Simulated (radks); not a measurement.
The numbers below are computed, except where a source is named.
Q: These are the eigenvalues of the occupied orbitals of an atom or ion with whole-number occupations (Ry). Level of theory: Dirac Kohn-Sham, PBE, spin-unpolarised, spherical densities, finite nucleus; Fermi nuclear charge, rms radius of each element as measured or else 0.836 A^(1/3) + 0.57 fm (a radial shooting solver on a logarithmic mesh with Libxc functionals).

| orbital | eigenvalue |
|---|---|
| 1s1/2 | -2634.727 |
| 2s1/2 | -500.7432 |
| 2p1/2 | -477.8208 |
| 2p3/2 | -453.7076 |
| 3s1/2 | -174.1818 |
| 3p1/2 | -165.1983 |
| 3p3/2 | -159.8410 |
| 3d3/2 | -145.3440 |

Which element is it, and in what charge state? The configuration may be excited. Open shells, if any, fill j = l - 1/2 first.

A: Z = 54, xenon, charge +32: Xe32+ in [Ar] 3d4. The list shows which subshells hold electrons but not how many an open one holds; the 1s level, -1317.4 hartree, gives Z - s = 51.3 by -(Z - s)^2/2, which with screening and relativity narrows Z to a few neighbours, and the depths of the outer levels then fix element, charge and occupations together.
